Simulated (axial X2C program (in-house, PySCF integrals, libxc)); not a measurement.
**CI⁺: from Re and ωe to a spectrum**

A bond curve at the PBE0 level, with spin–orbit coupling, was computed with an in-house relativistic program for diatomic molecules (basis I dyall-v3z [11s12p8d1f], C dyall-v3z [7s6p2d1f] (cores contracted in-house)) for the state Ω = 0 (closed shell). Its fit gives Re = 1.9106 Å, ωe = 844.9 cm⁻¹, ωexe = 3.43 cm⁻¹ and αe = 2.503e-03 cm⁻¹; the masses are 126.9045 and 12.0000 u. Two-component means X2C with spin–orbit coupling and atomic mean-field Coulomb and Gaunt terms.

Q: Find the reduced mass, Be and the force constant.

A: From the PBE0 values: μ = 10.9633 u. Be = 16.8576/(μ Re²) = 0.4212 cm⁻¹. k = 5.8918×10⁻⁷ μ ωe² = 4.61 mdyn/Å.

Q: Give B0, the J = 1←0 line in GHz and the most populated J at 300 K (kT = 208.5 cm⁻¹).

A: B0 = Be − αe/2 = 0.42 cm⁻¹; 2B0 = 25.18 GHz; J(max) ≈ √(kT/2B0) − 1/2 = 15.3, so J = 15.

Q: Estimate the centrifugal constant by the Kratzer relation.

A: D = 4Be³/ωe² = 4.19e-07 cm⁻¹.

Q: A Morse curve ties αe to the other constants (Pekeris). How well does that hold?

A: αe(Morse) = 6Be²/ωe × (√(ωexe/Be) − 1) = 2.336e-03 cm⁻¹; the PBE0 curve gives 2.503e-03 cm⁻¹, a ratio of 0.93.

Q: Estimate De from a Morse curve and compare with the computed well depth of 4.558 eV to I+ + C.

A: De(Morse) = ωe²/(4ωexe) = 6.451 eV against 4.558 eV computed, a ratio of 1.42. The extrapolation overshoots: the well softens faster than a Morse curve, or the lowest atomic limit lies below the one to which the curve heads.

One determinant describes the state; a PBE0 search over occupations chose it and may have missed a lower one. De is counted from the lowest determinant-based energies of the atoms at the same level, without counterpoise correction. The 2c atoms are single determinants rather than J levels; their spin–orbit lowering is only partly caught, and De is too large by that part. This holds for PBE0. Without a current term, density functionals place determinants with orbital angular momentum somewhat too high.
